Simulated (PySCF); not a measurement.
Si(H)(Cl)2(Vi), SMILES C=C[SiH](Cl)Cl, B3LYP/def2-SVP optimised geometry.

```
9

Si    -0.14    -1.25     0.00
Cl     1.94    -1.25     0.00
Cl    -0.78    -2.24    -1.71
C     -0.78     0.49     0.00
C     -1.56     0.96     0.98
H     -0.61    -1.99     1.19
H     -0.50     1.16    -0.83
H     -1.86     0.34     1.83
H     -1.94     1.99     0.98
```

Density from B3LYP/def2-TZVP run with PySCF at that geometry.

Minimum of the electron density along straight lines between bonded atoms, close to the bond critical point (lines longer than 1.1 times the sum of covalent radii, or with two minima, are not listed):

| bond | length / Å | ρ at the minimum / e bohr⁻³ | ∇²ρ there / e bohr⁻⁵ | position (fraction from the first atom) |
|---|---|---|---|---|
| Si1–Cl2 | 2.076 | 0.097 | 0.18 | 0.36 |
| Si1–Cl3 | 2.076 | 0.097 | 0.18 | 0.36 |
| Si1–C4 | 1.855 | 0.129 | 0.18 | 0.39 |
| C4–C5 | 1.341 | 0.346 | -1.04 | 0.50 |
| Si1–H6 | 1.481 | 0.127 | 0.12 | 0.49 |
| C4–H7 | 1.097 | 0.275 | -0.95 | 0.65 |
| C5–H8 | 1.096 | 0.280 | -0.98 | 0.65 |
| C5–H9 | 1.096 | 0.280 | -0.98 | 0.65 |
